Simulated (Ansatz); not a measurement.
A nudged elastic band was laid between two geometries of C2H8FNSi (13 atoms, charge 0, multiplicity 1).

All numbers below come from RKS PBE-D4/def2-SVP (Ansatz 0.2.0).

* movable images: 5
* climbing image: yes
* spring: 5.0 eV/Å²
* optimiser: quadratic models (default)
* start path: through a guess of the saddle point
* force threshold: 0.05 eV/Å
* iteration limit: 60
* end points: relaxed

Initial state:

```xyz
13
Properties=species:S:1:pos:R:3
C -0.727 -0.936 1.233
C 0.622 -0.662 0.588
F 1.272 -1.884 0.313
Si 0.529 0.289 -1.074
N -0.261 1.830 -0.822
H -1.390 -1.506 0.550
H -1.225 0.021 1.492
H -0.609 -1.525 2.167
H 1.267 -0.092 1.298
H 1.919 0.588 -1.560
H -0.151 -0.641 -2.055
H 0.053 2.623 -1.387
H -1.280 1.859 -0.730
```

Final state:

```xyz
13
Properties=species:S:1:pos:R:3
C -0.738 -0.970 1.196
C 0.601 -0.738 0.517
F 1.160 -1.977 0.135
Si 0.511 0.330 -1.072
N -0.181 1.891 -0.683
H -0.626 -1.627 2.084
H -1.462 -1.449 0.505
H -1.163 -0.003 1.536
H 1.307 -0.260 1.236
H 1.900 0.589 -1.586
H -0.250 -0.489 -2.091
H 0.155 2.702 -1.209
H -1.194 1.965 -0.554
```

Question: Which bonds break or form, and what moves?

Answer: No bond is made or broken. The dihedral H6–C1–C2–Si4 goes from 57 to 178°. The two ends are copies of one structure, up to a mirror image or an exchange of like atoms.

Question: What energy profile does the band end with?

Answer: The forces met the threshold. The highest image is number 3 of 0 to 6, 3.6 kcal/mol above the ends, which have the same energy within 2 meV. A vibrational analysis at the climbing image gives one clearly imaginary mode, 248i cm⁻¹: a first-order saddle point.

```json
{"image": "0", "path coordinate (Å)": "0.00", "energy (kcal/mol)": "0.0", "dihedral H6–C1–C2–Si4 (°)": "57"}
{"image": "1", "path coordinate (Å)": "0.63", "energy (kcal/mol)": "0.7", "dihedral H6–C1–C2–Si4 (°)": "73"}
{"image": "2", "path coordinate (Å)": "1.26", "energy (kcal/mol)": "2.5", "dihedral H6–C1–C2–Si4 (°)": "94"}
{"image": "3", "path coordinate (Å)": "1.88", "energy (kcal/mol)": "3.6", "dihedral H6–C1–C2–Si4 (°)": "116"}
{"image": "4", "path coordinate (Å)": "2.49", "energy (kcal/mol)": "2.6", "dihedral H6–C1–C2–Si4 (°)": "137"}
{"image": "5", "path coordinate (Å)": "3.11", "energy (kcal/mol)": "0.7", "dihedral H6–C1–C2–Si4 (°)": "159"}
{"image": "6", "path coordinate (Å)": "3.72", "energy (kcal/mol)": "0.0", "dihedral H6–C1–C2–Si4 (°)": "178"}
```

Question: What is the geometry of the highest image?

Answer: 
```xyz
13
Properties=species:S:1:pos:R:3:forces:R:3
C -0.753 -0.960 1.203 0.00 0.00 -0.01
C 0.605 -0.704 0.529 0.01 -0.04 0.00
F 1.200 -1.937 0.166 -0.02 0.03 0.01
Si 0.515 0.326 -1.080 -0.01 0.01 -0.01
N -0.138 1.906 -0.703 0.00 -0.02 0.01
H -0.937 -2.052 1.175 0.00 0.00 0.00
H -1.608 -0.478 0.682 0.00 0.00 0.00
H -0.776 -0.635 2.261 0.00 0.00 0.01
H 1.301 -0.208 1.243 0.00 0.00 0.01
H 1.895 0.549 -1.632 0.00 0.00 0.00
H -0.277 -0.510 -2.062 0.00 0.00 0.00
H 0.120 2.684 -1.316 0.00 0.00 0.00
H -1.127 1.984 -0.453 0.00 0.01 -0.01
```

Question: What are the harmonic wavenumbers there?

Answer: 248i, 78, 110, 165, 247, 300, 411, 438, 552, 642, 699, 795, 844, 865, 893, 923, 972, 1034, 1061, 1207, 1268, 1329, 1404, 1415, 1499, 2109, 2181, 2965, 2969, 3052, 3082, 3484, 3576 cm⁻¹.

The band took 7 iterations and of the order of 2.2 core-minutes.

The run took 69 s on 2 threads of Intel(R) Xeon(R) CPU @ 2.80GHz (Skylake/Cascade Lake) (shared host), peak memory 0.17 GiB.
